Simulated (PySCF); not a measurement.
Cl₄Se, charge -1, doublet, at a GFN2-xTB geometry (a state made from the parent by changing its charge; the spin is typed, not shown lowest); B3LYP/STO-3G (PySCF).

Input for PySCF:
```python
from pyscf import gto, scf, dft

mol = gto.M(
    atom='''
Se    0.027561   -0.034455    0.547568
Cl    0.925975   -1.150438   -1.022558
Cl    1.878870    1.387565    0.606973
Cl   -1.102224    1.370333   -1.285446
Cl   -1.757745   -1.538548    0.605896
''',
    basis='sto-3g',
    charge=-1,
    spin=1,
    verbose=4,
)

mf = dft.UKS(mol)
mf.xc = 'b3lyp'
mf.diis = False
mf.max_cycle = 100
mf.kernel()
```

Question: Predict the main parts of the log of this PySCF run.

Answer: 
```
PySCF version 2.14.0

[INPUT] verbose = 4
[INPUT] num. atoms = 5
[INPUT] num. electrons = 103
[INPUT] charge = -1
[INPUT] spin (= nelec alpha-beta = 2S) = 1
[INPUT] symmetry False subgroup None
[INPUT] Mole.unit = angstrom
[INPUT] Symbol           X                Y                Z      unit          X                Y                Z       unit  Magmom
[...]
nuclear repulsion = 788.030816279449
number of shells = 28
number of NR pGTOs = 162
number of NR cGTOs = 54
basis = sto-3g
ecp = {}

******** <class 'pyscf.dft.uks.UKS'> ********
method = UKS
initial guess = minao
damping factor = 0
level_shift factor = 0
DIIS disabled
SCF conv_tol = 1e-09
SCF conv_tol_grad = None
SCF max_cycles = 100
direct_scf = True
direct_scf_tol = 1e-13
number electrons alpha = 52  beta = 51
XC library pyscf.dft.libxc version 7.1.2
    S. Lehtola, C. Steigemann, M. J. T. Oliveira, and M. A. L. Marques,  SoftwareX 7, 1–5 (2018)
XC functionals = b3lyp
    P. J. Stephens, F. J. Devlin, C. F. Chabalowski, and M. J. Frisch,  J. Phys. Chem. 98, 11623 (1994)
radial grids:
    Treutler-Ahlrichs [JCP 102, 346 (1995); DOI:10.1063/1.469408] (M4) radial grids

becke partition: Becke, JCP 88, 2547 (1988); DOI:10.1063/1.454033
pruning grids: <function nwchem_prune>
grids dens level: 3
symmetrized grids: False
atomic radii adjust function: <function treutler_atomic_radii_adjust>
small_rho_cutoff = 0
Set gradient conv threshold to 3.16228e-05
tot grids = 95944
init E= -4191.47338283005

cycle= 1 E= -4195.56222512502  delta_E= -4.09  |g|= 0.14  |ddm|= 2.43
cycle= 2 E= -4195.57008435779  delta_E= -0.00786  |g|= 0.0793  |ddm|= 0.833
cycle= 3 E= -4195.57555226156  delta_E= -0.00547  |g|= 0.0591  |ddm|= 0.683
cycle= 4 E= -4195.57745580151  delta_E= -0.0019  |g|= 0.0543  |ddm|= 0.55
cycle= 5 E= -4195.57926068694  delta_E= -0.0018  |g|= 0.0471  |ddm|= 0.472
cycle= 6 E= -4195.57918626993  delta_E= 7.44e-05  |g|= 0.052  |ddm|= 0.402
cycle= 7 E= -4195.57886198277  delta_E= 0.000324  |g|= 0.0567  |ddm|= 0.389
cycle= 8 E= -4195.57742040839  delta_E= 0.00144  |g|= 0.0671  |ddm|= 0.395
cycle= 9 E= -4195.57561710276  delta_E= 0.0018  |g|= 0.0772  |ddm|= 0.432
cycle= 10 E= -4195.57264644805  delta_E= 0.00297  |g|= 0.0914  |ddm|= 0.485
cycle= 11 E= -4195.56902085472  delta_E= 0.00363  |g|= 0.105  |ddm|= 0.554
cycle= 12 E= -4195.56352007532  delta_E= 0.0055  |g|= 0.124  |ddm|= 0.639
cycle= 13 E= -4195.55695523538  delta_E= 0.00656  |g|= 0.142  |ddm|= 0.736
cycle= 14 E= -4195.54680007266  delta_E= 0.0102  |g|= 0.167  |ddm|= 0.857
cycle= 15 E= -4195.53541197285  delta_E= 0.0114  |g|= 0.188  |ddm|= 0.985
cycle= 16 E= -4195.51599471879  delta_E= 0.0194  |g|= 0.224  |ddm|= 1.15
cycle= 17 E= -4195.49749197794  delta_E= 0.0185  |g|= 0.247  |ddm|= 1.32
cycle= 18 E= -4195.45293007652  delta_E= 0.0446  |g|= 0.304  |ddm|= 1.58
cycle= 19 E= -4195.42990758153  delta_E= 0.023  |g|= 0.315  |ddm|= 1.79
cycle= 20 E= -4195.11323334982  delta_E= 0.317  |g|= 0.585  |ddm|= 2.54
cycle= 21 E= -4195.2972862116  delta_E= -0.184  |g|= 0.366  |ddm|= 2.86
cycle= 22 E= -4191.66685532373  delta_E= 3.63  |g|= 1.33  |ddm|= 4.65
cycle= 23 E= -4195.11068058436  delta_E= -3.44  |g|= 0.441  |ddm|=  4.8

cycle= 24 E= -4190.87823943085  delta_E= 4.23  |g|= 0.872  |ddm|= 4.99
cycle= 25 E= -4195.0760844064  delta_E= -4.2  |g|= 0.462  |ddm|= 4.99

cycle= 26 E= -4190.85814586414  delta_E= 4.22  |g|= 0.852  |ddm|=    5
cycle= 27 E= -4195.07428468615  delta_E= -4.22  |g|= 0.463  |ddm|=    5

cycle= 28 E= -4190.85737439308  delta_E= 4.22  |g|= 0.852  |ddm|=    5
cycle= 29 E= -4195.07419034401  delta_E= -4.22  |g|= 0.463  |ddm|=    5

cycle= 30 E= -4190.85733714999  delta_E= 4.22  |g|= 0.851  |ddm|=    5
cycle= 31 E= -4195.07418518422  delta_E= -4.22  |g|= 0.463  |ddm|=    5

cycle= 32 E= -4190.85733517855  delta_E= 4.22  |g|= 0.851  |ddm|=    5
cycle= 33 E= -4195.0741848983  delta_E= -4.22  |g|= 0.463  |ddm|=    5

cycle= 34 E= -4190.85733507081  delta_E= 4.22  |g|= 0.851  |ddm|=    5
[...]
cycle= 47 E= -4195.07418488153  delta_E= -4.22  |g|= 0.463  |ddm|=    5

cycle= 48 E= -4190.85733506451  delta_E= 4.22  |g|= 0.851  |ddm|=    5
cycle= 49 E= -4195.07418488152  delta_E= -4.22  |g|= 0.463  |ddm|=    5

cycle= 50 E= -4190.85733506451  delta_E= 4.22  |g|= 0.851  |ddm|=    5
cycle= 51 E= -4195.07418488152  delta_E= -4.22  |g|= 0.463  |ddm|=    5

cycle= 52 E= -4190.85733506451  delta_E= 4.22  |g|= 0.851  |ddm|=    5
cycle= 53 E= -4195.07418488152  delta_E= -4.22  |g|= 0.463  |ddm|=    5

cycle= 54 E= -4190.85733506451  delta_E= 4.22  |g|= 0.851  |ddm|=    5
cycle= 55 E= -4195.07418488153  delta_E= -4.22  |g|= 0.463  |ddm|=    5

cycle= 56 E= -4190.85733506451  delta_E= 4.22  |g|= 0.851  |ddm|=    5
cycle= 57 E= -4195.07418488152  delta_E= -4.22  |g|= 0.463  |ddm|=    5

cycle= 58 E= -4190.85733506451  delta_E= 4.22  |g|= 0.851  |ddm|=    5
cycle= 59 E= -4195.07418488152  delta_E= -4.22  |g|= 0.463  |ddm|=    5

cycle= 60 E= -4190.85733506451  delta_E= 4.22  |g|= 0.851  |ddm|=    5
cycle= 61 E= -4195.07418488152  delta_E= -4.22  |g|= 0.463  |ddm|=    5

cycle= 62 E= -4190.85733506451  delta_E= 4.22  |g|= 0.851  |ddm|=    5
cycle= 63 E= -4195.07418488152  delta_E= -4.22  |g|= 0.463  |ddm|=    5

cycle= 64 E= -4190.85733506451  delta_E= 4.22  |g|= 0.851  |ddm|=    5
cycle= 65 E= -4195.07418488152  delta_E= -4.22  |g|= 0.463  |ddm|=    5

cycle= 66 E= -4190.85733506451  delta_E= 4.22  |g|= 0.851  |ddm|=    5
cycle= 67 E= -4195.07418488152  delta_E= -4.22  |g|= 0.463  |ddm|=    5

cycle= 68 E= -4190.85733506451  delta_E= 4.22  |g|= 0.851  |ddm|=    5
cycle= 69 E= -4195.07418488152  delta_E= -4.22  |g|= 0.463  |ddm|=    5

cycle= 70 E= -4190.85733506451  delta_E= 4.22  |g|= 0.851  |ddm|=    5
cycle= 71 E= -4195.07418488152  delta_E= -4.22  |g|= 0.463  |ddm|=    5

cycle= 72 E= -4190.85733506452  delta_E= 4.22  |g|= 0.851  |ddm|=    5
cycle= 73 E= -4195.07418488152  delta_E= -4.22  |g|= 0.463  |ddm|=    5

cycle= 74 E= -4190.85733506451  delta_E= 4.22  |g|= 0.851  |ddm|=    5
cycle= 75 E= -4195.07418488152  delta_E= -4.22  |g|= 0.463  |ddm|=    5

cycle= 76 E= -4190.85733506451  delta_E= 4.22  |g|= 0.851  |ddm|=    5
cycle= 77 E= -4195.07418488152  delta_E= -4.22  |g|= 0.463  |ddm|=    5

cycle= 78 E= -4190.85733506451  delta_E= 4.22  |g|= 0.851  |ddm|=    5
cycle= 79 E= -4195.07418488152  delta_E= -4.22  |g|= 0.463  |ddm|=    5

cycle= 80 E= -4190.85733506451  delta_E= 4.22  |g|= 0.851  |ddm|=    5
cycle= 81 E= -4195.07418488152  delta_E= -4.22  |g|= 0.463  |ddm|=    5

cycle= 82 E= -4190.85733506451  delta_E= 4.22  |g|= 0.851  |ddm|=    5
cycle= 83 E= -4195.07418488152  delta_E= -4.22  |g|= 0.463  |ddm|=    5

cycle= 84 E= -4190.85733506451  delta_E= 4.22  |g|= 0.851  |ddm|=    5
cycle= 85 E= -4195.07418488152  delta_E= -4.22  |g|= 0.463  |ddm|=    5

cycle= 86 E= -4190.85733506451  delta_E= 4.22  |g|= 0.851  |ddm|=    5
cycle= 87 E= -4195.07418488153  delta_E= -4.22  |g|= 0.463  |ddm|=    5

cycle= 88 E= -4190.85733506451  delta_E= 4.22  |g|= 0.851  |ddm|=    5
cycle= 89 E= -4195.07418488152  delta_E= -4.22  |g|= 0.463  |ddm|=    5

cycle= 90 E= -4190.85733506451  delta_E= 4.22  |g|= 0.851  |ddm|=    5
cycle= 91 E= -4195.07418488152  delta_E= -4.22  |g|= 0.463  |ddm|=    5

cycle= 92 E= -4190.85733506452  delta_E= 4.22  |g|= 0.851  |ddm|=    5
cycle= 93 E= -4195.07418488152  delta_E= -4.22  |g|= 0.463  |ddm|=    5

cycle= 94 E= -4190.85733506451  delta_E= 4.22  |g|= 0.851  |ddm|=    5
cycle= 95 E= -4195.07418488152  delta_E= -4.22  |g|= 0.463  |ddm|=    5

cycle= 96 E= -4190.85733506452  delta_E= 4.22  |g|= 0.851  |ddm|=    5
cycle= 97 E= -4195.07418488152  delta_E= -4.22  |g|= 0.463  |ddm|=    5

cycle= 98 E= -4190.85733506451  delta_E= 4.22  |g|= 0.851  |ddm|=    5
cycle= 99 E= -4195.07418488152  delta_E= -4.22  |g|= 0.463  |ddm|=    5

cycle= 100 E= -4190.85733506451  delta_E= 4.22  |g|= 0.851  |ddm|=    5
SCF not converged.
SCF energy = -4190.85733506451 after 100 cycles  <S^2> = 0.75283861  2S+1 = 2.0028366
```

Convergence was not reached.
